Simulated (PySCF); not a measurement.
A side-by-side comparison of computed properties.

First species: C6H7F.
InChI=1S/C6H7F/c1-4(2)5-3-6(5)7/h3,5H,1H2,2H3/t5-/m0/s1

Second species: C6H4N2O.
SMILES: `c1(C#N)cn(cc1)C=O`

Levels: wB97X-D/def2-SVPD for dipole moment, HOMO energy, LUMO energy, HOMO–LUMO gap, static isotropic polarisability and electronic spatial extent ⟨r²⟩ about the centre of nuclear charge; TDDFT wB97X-D/def2-SVPD for lowest singlet excitation; TDA wB97X-D/def2-SVPD for lowest triplet excitation (Tamm–Dancoff); GFN2-xTB for rotational constant A and rotational constant C. Geometries: GFN2-xTB. All species are isolated and taken at one optimised geometry, non-relativistic unless stated. Electronic properties by PySCF.

Dipoles, sizes and rotational constants follow the conformer. The torsions of the flexible species, by atom-mapped SMILES:
- `[CH2:1]=[C:2]([CH3:3])[C@@H:4]1[CH:5]=[C:6]1[F:7]`: C1–C2–C4–C5 18°
- `[N:1]#[C:2][c:3]1[cH:4][cH:5][n:6]([CH:7]=[O:8])[cH:9]1`: C5–N6–C7–O8 180°

Q: Which has the higher static isotropic polarisability?

A: The second: 84.5 au against 68.7 au, a difference of 15.8 au.

Q: Which of the two has the higher HOMO–LUMO gap, and by how much?

A: The first: 10.66 eV against 9.01 eV, a difference of 1.65 eV.

Q: Which has the higher T1 energy?

A: The first: 4.26 eV against 3.56 eV, a difference of 0.70 eV.

Q: Which has the higher S1 energy?

A: The first: 6.32 eV against 5.00 eV, a difference of 1.32 eV.

Q: Which of the two has the higher dipole moment, and by how much?

A: The second: 5.16 D against 1.23 D, a difference of 3.93 D.

Q: Which has the higher rotational constant C?

A: The first: 1.598 GHz against 0.830 GHz, a difference of 0.768 GHz.

Q: Which of the two has the higher LUMO energy, and by how much?

A: The first: 1.86 eV against -0.43 eV, a difference of 2.29 eV.

Q: Which has the higher HOMO energy?

A: The first: -8.80 eV against -9.44 eV, a difference of 0.64 eV.

On the first: S1 lies 4.34 eV below the HOMO–LUMO gap; its leading configuration is HOMO→LUMO+1, weight 0.73. The polarisability is 10.18 Å³ as a volume (1 au = 0.148185 Å³), or 1.32 au for each of the 52 electrons.

On the second: The polarisability is 12.52 Å³ as a volume (1 au = 0.148185 Å³), or 1.36 au for each of the 62 electrons. The dipole matches unit charges of opposite sign 1.07 Å apart (1 e·Å = 4.8032 D).
